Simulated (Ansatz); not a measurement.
Ansatz (a program for electronic structure) input:

Ansatz 0.2 input:
```yaml
crystal:
  periodic: [false, false, false]
  atoms:
    - {symbol: F, position_ang: [-1.27599420, -1.38739847, 0.00907524]}
    - {symbol: Al, position_ang: [-0.42045535, 0.00707459, 0.00347677]}
    - {symbol: F, position_ang: [-1.22857516, 1.42954040, 0.01163520]}
    - {symbol: Cl, position_ang: [1.64747316, -0.02772042, -0.01362306]}
basis:
  gaussian:
    orbitals: def2-TZVPD
hamiltonian:
  xc: {name: PBE}
total_charge: -1
magnetization: {spin_polarized: true, initial_magnetization: 1}
```

Which total energy does the run end on?

-902.15483 Eh (PBE/def2-TZVPD). The basis has 169 functions.

This state (charge -1, doublet) is run at the relaxed geometry of the species with charge 0 and multiplicity 1.
